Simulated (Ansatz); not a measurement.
`c1ccc(-c2ccc(-c3ccc(-c4ccccc4)cc3)cc2)cc1`, 42 atoms. Hardware: 2 threads of AMD EPYC 7R13 on a shared host and a share (18 GiB) of an NVIDIA H100 80GB HBM3.

Single mean-field runs in def2-SVP, def2-TZVP are fitted with def2-universal-jkfit.

How many basis functions does each of these Ansatz runs have, and roughly what does it cost? PBE-D4/def2-TZVP, charge -1 doublet at the geometry of the charge 0 singlet, energy, from earlier orbitals; PBE0-D4/def2-TZVP, charge 0 singlet, energy, from earlier orbitals; PBE-D4/def2-SVP, charge 0 singlet, energy, from earlier orbitals; PBE0-D4/def2-TZVP, charge -1 doublet at the geometry of the charge 0 singlet, energy; PBE0-D4/def2-TZVP, charge 1 doublet at the geometry of the charge 0 singlet, energy; r2SCAN-D4/def2-SVP, charge 0 singlet, relaxation, 12 steps; r2SCAN-D4/def2-TZVP, charge 0 singlet, energy and forces, from earlier orbitals; PBE-D4/def2-TZVP, charge 0 triplet at the geometry of the charge 0 singlet, energy, from earlier orbitals; PBE0-D4/def2-SVP, charge 0 singlet, energy, from earlier orbitals; PBE-D4/def2-TZVP, charge 1 doublet at the geometry of the charge 0 singlet, energy, from earlier orbitals; PBE-D4/def2-TZVP, charge 0 singlet, energy and forces, from earlier orbitals; PBE0-D4/def2-TZVP, charge 0 triplet at the geometry of the charge 0 singlet, energy.

Other jobs shared the machine, so times can vary by a factor of up to 3. A dash marks memory too small to be measured apart from the calling script's.

| run | functions | fitting or Cholesky vectors | wall time | peak host memory (GiB) |
| --- | --- | --- | --- | --- |
| PBE-D4/def2-SVP, charge 0 singlet, energy, from earlier orbitals | 426 | 2124 | 7 s | – |
| PBE0-D4/def2-SVP, charge 0 singlet, energy, from earlier orbitals | 426 | 2124 | 7.5 s | – |
| PBE0-D4/def2-TZVP, charge 0 singlet, energy, from earlier orbitals | 852 | 2124 | 9.5 s | – |
| PBE-D4/def2-TZVP, charge -1 doublet at the geometry of the charge 0 singlet, energy, from earlier orbitals | 852 | 2124 | 12 s | – |
| PBE-D4/def2-TZVP, charge 0 singlet, energy and forces, from earlier orbitals | 852 | 2124 | 12 s | – |
| PBE-D4/def2-TZVP, charge 1 doublet at the geometry of the charge 0 singlet, energy, from earlier orbitals | 852 | 2124 | 13 s | – |
| PBE-D4/def2-TZVP, charge 0 triplet at the geometry of the charge 0 singlet, energy, from earlier orbitals | 852 | 2124 | 13 s | – |
| r2SCAN-D4/def2-TZVP, charge 0 singlet, energy and forces, from earlier orbitals | 852 | 2124 | 13 s | – |
| PBE0-D4/def2-TZVP, charge -1 doublet at the geometry of the charge 0 singlet, energy | 852 | 2124 | 16 s | 1.4 |
| PBE0-D4/def2-TZVP, charge 1 doublet at the geometry of the charge 0 singlet, energy | 852 | 2124 | 17 s | 1.4 |
| PBE0-D4/def2-TZVP, charge 0 triplet at the geometry of the charge 0 singlet, energy | 852 | 2124 | 19 s | 1.6 |
| r2SCAN-D4/def2-SVP, charge 0 singlet, relaxation, 12 steps | 426 | 2124 | 53 s | – |
